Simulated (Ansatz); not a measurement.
# Ligand exchange: C3H7FSn + C4H9FO → C3H8Sn + C4H8F2O

Gas-phase species: C3H7FSn `C=C[CH2][SnH2][F]`, singlet; C4H9FO `CCCOCF`, singlet; C3H8Sn `C=C[CH2][SnH3]`, singlet; C4H8F2O `FCCCOCF`, singlet. The partners trade F for H: Sn–F and C–H bonds give way to Sn–H and C–F.

Shapes, held fixed at every level: PBE0-D4/def2-TZVP. Flexible molecules stand in one conformer, not always the lowest. Programs: Ansatz 0.2.0. Electronic energies: no zero-point or thermal term.

| level | kind | ΔE (kJ/mol) | less CCSD(T)/def2-TZVPP |
| --- | --- | --- | --- |
| HF/def2-TZVPP | Hartree–Fock | +138.7 | +5.2 |
| PBE-D4/def2-TZVPP | GGA | +134.5 | +1.0 |
| PBE0-D4/def2-TZVPP | global hybrid | +133.3 | -0.2 |
| wB97M-V/def2-TZVPP | range-separated hybrid | +135.1 | +1.6 |
| B2PLYP/def2-TZVPP | double hybrid | +142.3 | +8.8 |
| MP2/def2-TZVPP | perturbation theory | +142.7 | +9.2 |
| CCSD/def2-TZVPP | coupled cluster or CI | +134.0 | +0.5 |
| CCSD(T)/def2-TZVPP | coupled cluster or CI | +133.5 | 0.0 |

The highest level, CCSD(T)/def2-TZVPP, gives ΔE = +133.5 kJ/mol; the levels span +133.3 to +142.7. The column of differences is taken from that level and isn't an error. No measured value is set beside it here. For atoms past krypton def2 sets carry core potentials with scalar relativity. Outer-core shells of Sn are correlated, in sets that cover them unevenly.
